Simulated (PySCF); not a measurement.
PySCF input for Al(H)(Cl)(Me) (CH4AlCl), SMILES [CH3][AlH][Cl], IEF-PCM-PBE0/def2-SVP. Geometry optimised at PBE0-D3(BJ)/def2-TZVP.

```python
import numpy as np
from pyscf import gto, scf, dft
from pyscf.solvent import pcm

mol = gto.M(
    atom='''
    Al   -0.40593254   -0.62058510   -0.16449542
    H    -1.61387171   -1.20778520   -0.99436974
    Cl   -0.02870131    1.43636324   -0.40962508
    C     0.73903989   -1.61890106    1.03901342
    H     0.70876707   -1.19006829    2.04539709
    H     1.78152658   -1.56795516    0.70962455
    H     0.45438400   -2.67135366    1.10733442
    ''',
    basis='def2-SVP',
    charge=0,
    spin=0,
    max_memory=1600,
    verbose=3,
)
mf = dft.RKS(mol, xc='pbe0').density_fit(auxbasis='def2-universal-jkfit')
mf.grids.level = 3
mf.conv_tol = 1e-9
mf.max_cycle = 100
mf.kernel()
res = {}
for name, eps in {'water': 78.355, 'acetonitrile': 35.688, '1-octanol': 9.8629}.items():
    s = mf.PCM()
    s.with_solvent.method, s.with_solvent.eps, s.with_solvent.lebedev_order = 'IEF-PCM', eps, 29
    s.kernel(mf.make_rdm1())
    res[name] = (s.e_tot, eps, s.dip_moment(), s.mo_energy, s.converged)
    print(f'{name}: electrostatic solvation free energy {(s.e_tot - mf.e_tot) * 627.509474:.3f} kcal/mol')
```

Program output:

```
converged SCF energy = -742.64165868008

WARN: PCM is an experimental feature. It is still in testing.
Features and APIs may be changed in the future.

converged SCF energy = -742.649152350648
Dipole moment(X, Y, Z, Debye):  0.32882, -2.08307,  0.82780
water: electrostatic solvation free energy -4.702 kcal/mol

WARN: PCM is an experimental feature. It is still in testing.
Features and APIs may be changed in the future.

converged SCF energy = -742.648959825536
Dipole moment(X, Y, Z, Debye):  0.32809, -2.07358,  0.82465
acetonitrile: electrostatic solvation free energy -4.582 kcal/mol

WARN: PCM is an experimental feature. It is still in testing.
Features and APIs may be changed in the future.

converged SCF energy = -742.648088886753
Dipole moment(X, Y, Z, Debye):  0.32463, -2.02985,  0.81007
1-octanol: electrostatic solvation free energy -4.035 kcal/mol
```

The run converged.
